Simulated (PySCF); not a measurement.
GaHBr2, SMILES [Br][GaH][Br].

Geometry: PBE0-D3(BJ)/def2-SVP.

Two levels are set side by side: PBE/def2-TZVPD (PySCF) and M06-2X/def2-TZVPD (PySCF). Same geometry, gas phase. Differences are taken from unrounded values.

```
quantity                     M06-2X
---------------------------  ------
orbital gap (eV)               8.38
highest occupied level (eV)   -9.73
lowest empty level (eV)       -1.35
dipole moment (D)              1.50
mean polarisability (bohr³)    71.5
```

Task: What does PBE give, and how far is it from M06-2X? (An estimate is asked for; the answer gives what the named calculation found.)

Result: 
```tsv
quantity	PBE	PBE minus M06-2X
orbital gap (eV)	4.60	-3.78
highest occupied level (eV)	-7.27	2.47
lowest empty level (eV)	-2.66	-1.31
dipole moment (D)	1.33	-0.17
mean polarisability (bohr³)	76.6	5.1
```

Without exact exchange PBE keeps part of each electron's self-repulsion, which lifts occupied levels and narrows the gap. PBE's more diffuse valence density responds more strongly to a field. Differences between two approximate levels are no errors against the true value.

Rough cost on one machine, each run with all the roots and properties that it gave: M06-2X against PBE about 3 times.
